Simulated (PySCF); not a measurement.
Compound: C2H12NPSi2.
Z-matrix (Å and degrees, GFN2-xTB geometry), rows numbered from 1:
```
C 
N   1  1.4418
Si  2  1.7152  1  122.62
P   3  2.2318  2  103.87  1   174.97
Si  4  2.2357  3  101.91  2    79.47
C   5  1.8991  4  108.48  3   -72.32
H   1  1.0951  2  112.57  3   -81.60
H   1  1.0871  2  108.59  3    37.95
H   1  1.0913  2  110.24  3   157.11
H   2  1.0102  1  111.91  3   148.08
H   3  1.4744  2  116.91  1    57.58
H   3  1.4703  2  105.95  1   -62.59
H   4  1.3768  3   94.10  2   175.53
H   5  1.4692  4  106.36  3   168.38
H   5  1.4715  4  112.95  3    49.66
H   6  1.0853  5  111.04  4  -175.24
H   6  1.0866  5  110.89  4   -55.43
H   6  1.0865  5  111.13  4    64.37
```

PySCF, density fitting, gas phase, GFN2-xTB geometry. The standard run uses grid level 2 after a coarse-grid start, the def2-universal JK fitting basis (with tight functions added where the orbital basis needs them), an energy threshold of 1e-9 Eh and DIIS. The changed runs have no coarse-grid stage.

**Question.** Standard PBE0/pcSseg-1: E = -1057.962805 Eh, HOMO -6.862 eV, LUMO 0.121 eV, dipole 1.557 D, 12 cycles (coarse-grid cycles included). What changes at PBE0/pcSseg-1 with: damping 0.2 at the start, DIIS from the seventh cycle?

**Answer.** E = -1057.962805 Eh (0.000 mEh), HOMO -6.862 eV (0.000), LUMO 0.121 eV (0.000), dipole 1.557 D (0.000), 14 SCF cycles. The result matches the standard run within 0.02 mEh and 0.003 eV; such settings steer the iterations and don't enter the energy expression.

The cycles:
```
cycle   1  E = -1057.9118432211  dE =  2.366e-01  |g| = 4.585e-01  |ddm| = 3.661e+00
cycle   2  E = -1057.9280548587  dE = -1.621e-02  |g| = 3.848e-01  |ddm| = 7.743e-01
cycle   3  E = -1057.9333188597  dE = -5.264e-03  |g| = 3.642e-01  |ddm| = 6.703e-01
cycle   4  E = -1057.9346552510  dE = -1.336e-03  |g| = 3.523e-01  |ddm| = 6.545e-01
cycle   5  E = -1057.9358769299  dE = -1.222e-03  |g| = 3.551e-01  |ddm| = 6.441e-01
cycle   6  E = -1057.8983952920  dE =  3.748e-02  |g| = 5.343e-01  |ddm| = 8.609e-01
cycle   7  E = -1057.8246357626  dE =  7.376e-02  |g| = 8.221e-01  |ddm| = 1.172e+00
cycle   8  E = -1057.9625545448  dE = -1.379e-01  |g| = 3.098e-02  |ddm| = 5.995e-01
cycle   9  E = -1057.9627524314  dE = -1.979e-04  |g| = 1.455e-02  |ddm| = 3.847e-02
cycle  10  E = -1057.9628047639  dE = -5.233e-05  |g| = 1.156e-03  |ddm| = 1.259e-02
cycle  11  E = -1057.9628050778  dE = -3.139e-07  |g| = 5.558e-04  |ddm| = 2.212e-03
cycle  12  E = -1057.9628051568  dE = -7.901e-08  |g| = 1.057e-04  |ddm| = 6.579e-04
cycle  13  E = -1057.9628051600  dE = -3.248e-09  |g| = 2.794e-05  |ddm| = 1.741e-04
cycle  14  E = -1057.9628051602  dE = -2.078e-10  |g| = 4.669e-06  |ddm| = 3.743e-05
```
